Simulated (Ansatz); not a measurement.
Born–Oppenheimer molecular dynamics of F3HSi (5 atoms, charge 0, multiplicity 1). It starts at the highest image of a converged band. Of that band: Neighbouring images differ by up to 1.7 eV, so the band resolves the path poorly. A vibrational analysis at the climbing image gives one clearly imaginary mode, 1302i cm⁻¹: a first-order saddle point.

Computed with RKS PBE0/def2-SVP (Ansatz 0.2.0).

```json
{"ensemble": "NVE (velocity Verlet)", "time step": "0.5 fs", "steps asked": "200", "starting velocities drawn for": "300 K", "seed": "10718"}
```

First frame:

```xyz
5
Properties=species:S:1:pos:R:3
Si -0.281 0.000 0.326
H 0.988 0.000 1.366
F 1.600 0.000 0.339
F -0.593 1.271 -0.618
F -0.593 -1.271 -0.618
```

(1) How far do the bonds stretch over the last three quarters of this one trajectory? (Pairs bonded in most of those frames.)

Results:

(1) 
| bond | mean (Å) | spread (Å) | shortest | longest |
| --- | --- | --- | --- | --- |
| Si1–F4 | 1.639 | 0.028 | 1.59 | 1.68 |
| Si1–F5 | 1.638 | 0.035 | 1.58 | 1.69 |
| H2–F3 | 0.929 | 0.026 | 0.89 | 0.97 |

Mean temperature of the second half: 1728 K. The conserved energy stayed within 0.18 meV per atom of its start (net change -0.079 meV per atom), so the integration is sound. The kinetic energy rose, since the run started high on the potential surface and went downhill. It ends in pieces (F2Si + FH), so much of that is their flight and rotation, not heat. A run of 0.1 ps of so small a system gives no equilibrium averages. The orbitals stay closed-shell, which can raise the energy where a bond breaks towards radicals; this wasn't checked here.

The run took 5.4 min on 1 thread of Arm Neoverse V1 (shared host), peak memory 0.11 GiB.
